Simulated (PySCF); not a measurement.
# TPSSh on Zn⁺ (zinc, charge +1)

Configuration: [Ar] 3d10 4s1, 2S determinant. Calculation: PySCF 2.14, in aug-cc-pVQZ-PP with ECP10MDF; scalar relativity through the core potential.

```json
{"Total energy": "-226.6931 hartree", "One-electron energy": "-400.8423 hartree", "Hartree (Coulomb) energy": "194.7681 hartree", "Exchange-correlation energy": "-20.6189 hartree", "⟨S²⟩": "0.7513", "⟨L²⟩": "0.000", "Sum of ⟨r⟩": "17.01 bohr", "Sum of ⟨r²⟩": "21.89 bohr²"}
```

```
shell  electrons  mean orbital energy (hartree)  rms radius, mean of both spins (bohr)
 3s α          1                       -5.25906                                  0.736
 3s β          1                       -5.25794                                  0.736
 3p α          3                       -3.51968                                  0.780
 3p β          3                       -3.51871                                  0.780
 3d α          5                       -0.77055                                   1.02
 3d β          5                       -0.76313                                   1.02
 4s α          1                       -0.53937                                   2.59
```

Energies and moments cover only the electrons outside the core potential.
